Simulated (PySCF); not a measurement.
**Electronic structure of Sr+ (strontium, charge +1) at the UHF level**

Configuration: [Kr] 5s1, 2S determinant. Computed with PySCF 2.14 in Sapporo-DKH3-DZP-2012, with the spin-free X2C one-electron Hamiltonian (Gaussian nucleus).

```
Total energy                        : -3176.983821 hartree
One-electron energy                 : -4387.8392 hartree
Hartree (Coulomb) energy            : 1314.7498 hartree
Exchange energy                     : -103.8944 hartree
⟨S²⟩                                : 0.7504
⟨L²⟩                                : 0.000
Sum of ⟨r⟩                          : 26.44 bohr
Sum of ⟨r²⟩                         : 45.18 bohr²
Langevin diamagnetic susceptibility : -35.8 ×10⁻⁶ cm³/mol
Time after the integrals            : 0.06 s of wall time on 1 thread of Intel(R) Xeon(R) 6975P-C (shared host)
```

```csv
shell,electrons,mean orbital energy (hartree),"rms radius, mean of both spins (bohr)"
1s α,1,-595.41493,0.0451
1s β,1,-595.41376,0.0451
2s α,1,-83.33025,0.187
2s β,1,-83.32859,0.187
2p α,3,-73.88508,0.166
2p β,3,-73.88457,0.166
3s α,1,-14.18125,0.524
3s β,1,-14.17791,0.524
3p α,3,-11.03221,0.535
3p β,3,-11.03103,0.535
3d α,5,-5.81587,0.547
3d β,5,-5.81505,0.547
4s α,1,-2.17458,1.45
4s β,1,-2.16517,1.45
4p α,3,-1.31936,1.68
4p β,3,-1.31536,1.68
5s α,1,-0.38467,4.31
```

Densities and radii are taken from the X2C orbitals without a picture-change correction, which distorts them close to the nucleus.
